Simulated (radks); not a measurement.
Species: Yb III. Configuration: [Xe] 4f14.

Calculated with a radial shooting solver on a logarithmic mesh with Libxc functionals: scalar-relativistic Kohn-Sham, r2SCAN, spin-polarised, spherical densities, finite nucleus; meta-GGA in the generalised Kohn-Sham scheme; Fermi nuclear charge, rms radius 5.3108 fm.

Energy parts (hartree):
total: -14058.9262
kinetic: 15318.0500
electron-nucleus: -34570.0856
Hartree: 5486.1006
exchange-correlation: -292.9911

Orbitals (lengths in bohr, moments of r in powers of bohr; <r^-3> diverges for s and p1/2; r(max) is where P^2 peaks):
| orbital | occ. | eigenvalue (hartree) | r(max) | <r^4> | <r^2> | <r^-3> |
|---|---|---|---|---|---|---|
| 1s | 2 | -2253.730 | 0.01237 | 7.566e-07 | 0.0005301 | - |
| 2s | 2 | -383.1625 | 0.07055 | 0.0001162 | 0.008209 | - |
| 2p | 6 | -337.6568 | 0.05756 | 0.00008933 | 0.006716 | 15980 |
| 3s | 2 | -87.10127 | 0.1992 | 0.004327 | 0.05356 | - |
| 3p | 6 | -73.31538 | 0.1964 | 0.004604 | 0.05411 | 3496 |
| 3d | 10 | -56.51153 | 0.1604 | 0.003603 | 0.04511 | 457.7 |
| 4s | 2 | -17.74033 | 0.4553 | 0.1052 | 0.2690 | - |
| 4p | 6 | -13.19628 | 0.4764 | 0.1400 | 0.3057 | 786.5 |
| 4d | 10 | -7.18629 | 0.4913 | 0.2183 | 0.3648 | 86.97 |
| 5s | 2 | -2.61499 | 1.073 | 4.092 | 1.653 | - |
| 5p | 6 | -1.58062 | 1.232 | 8.598 | 2.341 | 95.14 |
| 4f | 14 | -0.63850 | 0.4847 | 2.304 | 0.8251 | 12.32 |

The highest occupied level is 4f at -17.375 eV. For comparison, the ionisation energy in NIST's Atomic Spectra Database is 25.05 eV (semi-empirical). In exact Kohn-Sham theory the highest level is minus the ionisation energy, but local and semilocal functionals leave it too shallow, through self-interaction and a potential that decays too fast; potentials with the right tail come closer. Summed over all electrons, <r^2> = 35.86 bohr^2, which gives a Langevin (diamagnetic) susceptibility term of -28.4 x 10^-6 cm^3/mol. The electron density at the nucleus is 1.085e+06 e/bohr^3 (large components only). The density falls to 0.001 e/bohr^3 at r = 3.27 bohr.
